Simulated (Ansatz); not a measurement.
One change: `ClB(Cl)[SiH2][GeH3]` becomes `FB(Cl)Cl`.

Ansatz, PBE0-D4/def2-TZVP geometries, multiplicity 1. Each molecule was computed in one conformer, which needn't be the lowest.

Scalar relativity is left out up to krypton.

| property | `ClB(Cl)[SiH2][GeH3]` |
| --- | --- |
| HOMO–LUMO gap (PBE0/def2-TZVPP) / eV | 5.78 |
| size of the dipole moment (ωB97M-V/def2-TZVPP) / D | 0.55 |
| LUMO energy (PBE0/def2-TZVPP) / eV | -2.23 |
| LUMO energy (ωB97M-V/def2-TZVPP) / eV | -0.24 |
| HOMO–LUMO gap (PBE/def2-TZVPP) / eV | 3.80 |
| HOMO energy (PBE0/def2-TZVPP) / eV | -8.02 |

(1) Give the same properties after the change, and the shifts. (Estimate.)

Results:

(1) Computed: 
```csv
property,`FB(Cl)Cl`,shift
HOMO–LUMO gap (PBE0/def2-TZVPP) / eV,8.41,2.63
size of the dipole moment (ωB97M-V/def2-TZVPP) / D,0.29,-0.26
LUMO energy (PBE0/def2-TZVPP) / eV,-1.02,1.21
LUMO energy (ωB97M-V/def2-TZVPP) / eV,1.18,1.42
HOMO–LUMO gap (PBE/def2-TZVPP) / eV,5.94,2.14
HOMO energy (PBE0/def2-TZVPP) / eV,-9.43,-1.41
```

With PBE0 the HOMO falls by 1.41 eV and the LUMO rises by 1.21 eV, so the gap widens by about 2.62 eV. PBE moves the HOMO by -1.07 eV and ωB97M-V by -1.66 eV. Dipoles are sizes alone; their direction can turn.
